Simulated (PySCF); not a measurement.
Isomers of C6H7ClO2S2, mass 209.958 u with the commonest isotopes. Method used: PBE0/pcSseg-1 in PySCF (dipole) on a GFN2-xTB geometry, gas phase. One conformer each, none proved a minimum here; rigid rotors.

Task: Order these by out-of-plane moment Σ m c² = (Ia + Ib − Ic)/2, largest first.
A. `[CH3:1][c:2]1[cH:3][c:4]([S:5](=[O:6])(=[O:7])[Cl:8])[s:9][c:10]1[CH3:11]` with C3–C4–S5–O6 157°
B. `[CH3:1][c:2]1[cH:3][s:4][c:5]([S:6](=[O:7])(=[O:8])[Cl:9])[c:10]1[CH3:11]` with S4–C5–S6–O7 -145°
C. `[CH3:1][c:2]1[cH:3][c:4]([CH3:5])[c:6]([S:7](=[O:8])(=[O:9])[Cl:10])[s:11]1` with C4–C6–S7–O8 40°

Result: A (123.89 u·Å²), C (117.53 u·Å²), B (115.65 u·Å²).

Task: Order these by radius of gyration √(Σ m r²/M), smallest first.
A. `[CH3:1][c:2]1[cH:3][s:4][c:5]([S:6](=[O:7])(=[O:8])[Cl:9])[c:10]1[CH3:11]` with S4–C5–S6–O7 -145°
B. `[CH3:1][c:2]1[cH:3][c:4]([S:5](=[O:6])(=[O:7])[Cl:8])[s:9][c:10]1[CH3:11]` with C3–C4–S5–O6 157°
C. `[CH3:1][c:2]1[cH:3][c:4]([CH3:5])[c:6]([S:7](=[O:8])(=[O:9])[Cl:10])[s:11]1` with C4–C6–S7–O8 40°

Result: A (2.353 Å), C (2.383 Å), B (2.495 Å).

Task: Order these by rotational constant C, largest first.
A. `[CH3:1][c:2]1[cH:3][s:4][c:5]([S:6](=[O:7])(=[O:8])[Cl:9])[c:10]1[CH3:11]` with S4–C5–S6–O7 -145°
B. `[CH3:1][c:2]1[cH:3][c:4]([S:5](=[O:6])(=[O:7])[Cl:8])[s:9][c:10]1[CH3:11]` with C3–C4–S5–O6 157°
C. `[CH3:1][c:2]1[cH:3][c:4]([CH3:5])[c:6]([S:7](=[O:8])(=[O:9])[Cl:10])[s:11]1` with C4–C6–S7–O8 40°

Result: A (482.7 MHz), C (470.3 MHz), B (427.0 MHz).

| SMILES | point group | Ia (u·Å²) | Ib (u·Å²) | Ic (u·Å²) | κ | μa (D) | μb (D) | μc (D) |
| --- | --- | --- | --- | --- | --- | --- | --- | --- |
| Cc1csc(S(=O)(=O)Cl)c1C | C1 | 403.79 | 874.51 | 1046.99 | -0.75 | 5.51 | 1.24 | 1.31 |
| Cc1cc(C)c(S(=O)(=O)Cl)s1 | C1 | 376.84 | 932.75 | 1074.52 | -0.84 | 5.41 | 2.23 | 1.38 |
| Cc1cc(S(=O)(=O)Cl)sc1C | C1 | 346.89 | 1084.33 | 1183.45 | -0.92 | 6.36 | 0.53 | 1.51 |
